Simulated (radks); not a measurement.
Effect of the nuclear size on neutral technetium, [Kr] 4d5 5s2. Method: Dirac Kohn-Sham, relativistic LDA (MacDonald-Vosko exchange, VWN5 correlation), spin-unpolarised, spherical densities, finite nucleus; open shells are shared between the two j in proportion to 2j + 1; Fermi nuclear charge, rms radius 4.4112 fm; computed with a radial shooting solver on a logarithmic mesh with Libxc functionals. The rms radius is varied about that value; shifts are against it.

rms radius (fm)  total energy shift (eV)  density at nucleus (e/bohr^3)  1s1/2 shift (meV)  2s1/2 shift (meV)  4s1/2 shift (meV)  4p1/2 shift (meV)  5s1/2 shift (meV)
3.6745                            -0.510                      1.012e+05               -214              -23.1             -0.679              0.091             -0.040
4.0142                            -0.285                      1.002e+05               -120              -12.9             -0.380              0.051             -0.022
4.4112                                 0                       9.91e+04              0.000              0.000              0.000              0.000              0.000
4.6891                             0.214                      9.842e+04               89.8               9.69              0.285             -0.038              0.017
5.3199                             0.741                      9.702e+04                311               33.6              0.988             -0.132              0.058

Slopes of the eigenvalues against <r^2> in GHz/fm^2, as finite differences over the two radii next to the reference (eigenvalue slopes, not the field-shift constants of lines): 1s1/2 8620, 2s1/2 931, 4s1/2 27.4, 4p1/2 -3.65, 5s1/2 1.62.
